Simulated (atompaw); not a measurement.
**Before and after: PAW (atompaw) potential for cadmium (Cd)**

- Element: Cd
- Generator: atompaw 4.2.0.5
- Type: PAW
- Functional: PBE
- Relativity: scalar-relativistic
- Frozen core: [Kr]
- Valence charge: 12
- Reference configuration: 4d10 5s1.5 5p0 (charge +0.5)
- Partial waves: 5s (bound): rc 2.45 bohr; 5s channel at 0.15 Ry: rc 2.45 bohr; 5p (bound, empty): rc 2.45 bohr; 5p channel at 0.2 Ry: rc 2.45 bohr; 4d (bound): rc 2.45 bohr; 4d channel at -0.3 Ry: rc 2.45 bohr
- Local potential: bessel scheme, radius 2.40 bohr
- Core correction: smooth core density matched at 1.60 bohr
- Augmentation charge: sinc compensation charge, radius 2.45 bohr; PAW radius 2.45 bohr; waves and projectors: custom rrkj gramschmidtortho

Change: wave 4d channel at -0.3 Ry: rc 2.45 bohr becomes 4d channel at 8.02 Ry: rc 2.45 bohr.

Cutoffs: the cutoffs (Ry, on a coarse ladder) from which the occupation-weighted sum of valence levels, in a spherical-Bessel basis at the reference potential, stays within 10 and 1 mRy of its value at 400 Ry; they do not see the model core or the augmentation charge, which bear on the density cutoff.

Problem. What does the change do?

Solution. The potential gets neither clearly harder nor softer (18 Ry and 30 Ry → 18 Ry and 30 Ry); the range in which the d phases agree narrows (upper end at the end of the scan → -0.9); neither file shows a bound ghost.

| quantity | base | changed |
| --- | --- | --- |
| cutoff, loose | 18 Ry | 18 Ry |
| cutoff, tight | 30 Ry | 30 Ry |
| loose cutoff by channel (10 mRy a level) | s 6 Ry, d 12 Ry | s 6 Ry, d 15 Ry |
| bound ghosts | none | none |
| s: phases at 2.47 bohr within 0.05 rad from the reference energy up to (Ry; the scan ends near 5) | 4.0 | 4.0 |
| p: phases at 2.47 bohr within 0.05 rad from the reference energy up to (Ry; the scan ends near 5) | 4.0 | 4.0 |
| d: phases at 2.47 bohr within 0.05 rad from the reference energy up to (Ry; the scan ends near 5) | to the end of the scan | -0.9 |
| lowest overlap eigenvalue by channel | s 0.39, p 0.59, d 0.08 | s 0.39, p 0.59, d 1.00 |

 The cutoffs see the waves, projectors and local potential, not the compensation charge or the core.
